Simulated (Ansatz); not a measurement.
Species: sum formula H3SiSO3 (charge -1, singlet). It need not be the lowest isomer of its formula. Whether it binds its extra electron was not tested at this geometry. 
Geometry from a B3LYP-D3(BJ)/def2-TZVP (Ansatz, a first-principles code) optimisation:
```xyz
8

O      0.2122    -1.0287     1.5400
Si     0.0756    -0.4401     0.1173
O      1.4633    -0.5652    -0.8505
O     -1.0701    -1.0095    -0.9765
S     -0.4339     1.7128     0.2225
H      2.2227    -0.6433    -0.2656
H     -0.6723    -1.6836    -1.5352
H     -0.5109     1.9119    -1.1051
```
Charge -1, spin multiplicity 1.

Parts of the frozen-core correlation energy in 6-31G (Ansatz, hartree). Frozen orbitals: 13; correlated occupied orbitals by spin: 16 and 16; virtual: 30 and 30. Spin-orbit coupling is left out. Non-relativistic.

| term | value |
|---|---|
| reference (HF) | -912.74353 |
| MP2 opposite-spin | … |
| MP2 same-spin | … |
| CCSD correlation | -0.49533 |
| (T) | … |
| T1 diagnostic | 0.015 |
| largest doubles amplitude | 0.031 |

**Question.** What belongs in the gaps?

**Answer.** 
- MP2 opposite-spin, value: -0.35861
- MP2 same-spin, value: -0.12429
- (T), value: -0.00986
